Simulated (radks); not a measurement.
Excited configurations of Te+: one electron is placed in a higher orbital outside [Kr] 4d10 5s2 5p2. The ground configuration is [Kr] 4d10 5s2 5p3. Calculated with a radial shooting solver on a logarithmic mesh with Libxc functionals: scalar-relativistic Kohn-Sham, PBE, spin-unpolarised, spherical densities, finite nucleus; Fermi nuclear charge, rms radius 4.7423 fm. Excitation = E - E(ground); binding = E(ion) - E, where the ion is the core of charge +2; n* = 2/sqrt(2 binding) in atomic units, and the quantum defect is n - n*.

| outer orbital | excitation (eV) | binding (eV) | quantum defect | eigenvalue (eV) | <r> (bohr) |
|---|---|---|---|---|---|
| 4f | 14.229 | 3.697 | 0.163 | -2.496 | 7.862 |
| 5d | 10.357 | 7.568 | 2.318 | -5.002 | 4.161 |
| 5f | 15.326 | 2.600 | 0.425 | -1.896 | 13.09 |
| 6s | 9.402 | 8.523 | 3.473 | -6.564 | 5.025 |
| 6p | 11.446 | 6.479 | 3.102 | -4.964 | 6.160 |
| 6d | 13.844 | 4.081 | 2.348 | -3.105 | 9.026 |
| 6f | 16.068 | 1.857 | 0.587 | -1.432 | 19.90 |
| 7s | 13.417 | 4.509 | 3.526 | -3.577 | 9.471 |
| 7p | 14.224 | 3.701 | 3.165 | -2.910 | 11.11 |
| 7d | 15.341 | 2.585 | 2.411 | -2.034 | 15.09 |
| 7f | 16.551 | 1.374 | 0.707 | -1.092 | 28.21 |

The Delta-SCF ionisation energy is 17.925 eV (NIST Atomic Spectra Database: 18.6 eV, measured). Self-interaction in the functional shifts the binding energies and quantum defects, so they are the method's values and not measured ones. Spin polarisation and multiplet splitting are left out, so open shells lie too high by an amount that depends on their filling. Spin-orbit splitting is averaged out at the scalar-relativistic level.

Beside tabulated values, note that spin-unpolarised runs miss the spin-polarisation part of the exchange energy of open shells.
